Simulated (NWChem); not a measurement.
System: C₃H₄OS; SMILES C1=COCS1

```xyz
9

C     -0.8121    -1.1685     0.0224
C     -1.2570     0.0866     0.0978
S      0.0642     1.2689    -0.0884
C      1.2451    -0.1523     0.1234
O      0.5362    -1.3560    -0.1626
H     -1.3854    -2.0864     0.0462
H     -2.2843     0.4051     0.1997
H      1.6051    -0.1795     1.1600
H      2.0832    -0.0650    -0.5695
```
Atoms are numbered in this order, from 1.

Program: NWChem. Pople sets run with spherical d functions. STO-3G and 3-21G are far too small for this property and stand as cheap habits. The geometry was optimised at B3LYP/6-31G* (spherical d). Field at 589 nm.

**Question.** Among these, which level gives the highest value of “anisotropy (bohr³)”?
A. B3LYP/6-31G*
B. B3LYP/def2-SVP
C. B3LYP/def2-SVPD
D. B3LYP/STO-3G

**Answer.** A, B3LYP/6-31G*. Values: B3LYP/STO-3G 23.3; B3LYP/def2-SVPD 23.4; B3LYP/def2-SVP 26.1; B3LYP/6-31G* 27.7
